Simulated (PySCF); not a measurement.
C7H11PS.
Atom-mapped SMILES: `[CH:1]#[C:2][CH2:3][P@:4](=[S:5])([CH:6]=[CH2:7])[CH2:8][CH3:9]` (hydrogens: H10 on C1; H11, H12 on C3; H13 on C6; H14, H15 on C7; H16, H17 on C8; H18, H19, H20 on C9)

Theory: PySCF, PBE0-D3(BJ)/def2-SVP geometry optimisation, gas phase.

(1) What internal coordinates does the optimisation give?

## Answers

(1) 
```tsv
bond	length (Å)
C1≡C2	1.212
C2–C3	1.447
C3–P4	1.856
P4=S5	1.950
P4–C6	1.810
C6=C7	1.333
P4–C8	1.830
C8–C9	1.519
C1–H10	1.074
C3–H11	1.102
C3–H12	1.102
C6–H13	1.096
C7–H14	1.097
C7–H15	1.094
C8–H16	1.102
C8–H17	1.103
C9–H18, C9–H19, C9–H20	1.100
```

Bonds in one row agree within 0.01 Å and their mean is given. A selection of angles:
```tsv
angle	degrees
C2–C1–H10	178.7
C1–C2–C3	177.4
C2–C3–P4	114.0
C2–C3–H11	112.0
C2–C3–H12	112.2
P4–C3–H11	105.9
P4–C3–H12	105.3
H11–C3–H12	106.9
C3–P4–S5	112.0
C3–P4–C6	103.6
C3–P4–C8	104.7
S5–P4–C6	115.7
S5–P4–C8	115.3
C6–P4–C8	104.2
P4–C6–C7	120.9
P4–C6–H13	116.9
C7–C6–H13	122.2
C6–C7–H14	120.0
C6–C7–H15	121.6
H14–C7–H15	118.5
P4–C8–C9	113.2
P4–C8–H16	104.6
P4–C8–H17	107.5
C9–C8–H16	111.3
C9–C8–H17	112.1
H16–C8–H17	107.6
C8–C9–H18	111.6
C8–C9–H20	110.5
H18–C9–H19	107.4
```

Dihedral angles: C2–C3–P4–S5 -178° (antiperiplanar); C3–P4–C6–C7 127° (anticlinal); C3–P4–C8–C9 -69° (synclinal).

The 3 C–P bonds span 1.810 Å (P4–C6, drawn single) to 1.856 Å (C3–P4, drawn single), a spread of 0.046 Å. The C–C distances run from 1.212 Å (C1≡C2, drawn triple) to 1.519 Å (C8–C9, drawn single), a spread of 0.307 Å. P4 (phosphorus bonded to 3 C and S) is distorted tetrahedral (angles from 103.6° to 115.7°). Of the pairs four or more bonds apart, S5···H14 is among the closest relative to their van der Waals radii: 2.83 Å, 94 % of the sum of Bondi's values.

Point group: C1 (no symmetry element, even within 0.4 Å). PBE0-D3(BJ)/def2-SVP frequencies: not computed here. The numbers are those of one conformer.

On Arm Neoverse V1, one thread, no GPU, on a shared host, this took 2.8 min and 0.83 GiB of memory at its peak. These figures are those of the optimisation.
